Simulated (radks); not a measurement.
The numbers below are computed, except where a source is named.
Task: Spherical quantum dot in the effective-mass picture: electrons in a parabolic well V = omega^2 r^2 / 2 with omega = 0.275, all in effective atomic units (hartree* = m*/eps^2 hartree, bohr* = eps/m* bohr), one dielectric constant everywhere. Level of theory: non-relativistic Kohn-Sham, exchange-only LDA, spin-polarised, spherical densities (a radial shooting solver with Libxc functionals). Levels are named by radial order and angular momentum (1s, 1p, 1d, 2s, ...), and open shells are averaged over m. Results are scaled to m* = 0.075 and eps = 4.4, for which hartree* = 105.4 meV and bohr* = 3.105 nm. At N = 32 the configuration is 1s2 1p6 1d10 2s2 1f(up 7, down 5). Does electron 33 go into 1f down or 2p down or 2p up?

Result: Into 1f down. The total energies of the other choices lie higher by 3.99 meV (2p up), 4.55 meV (2p down).
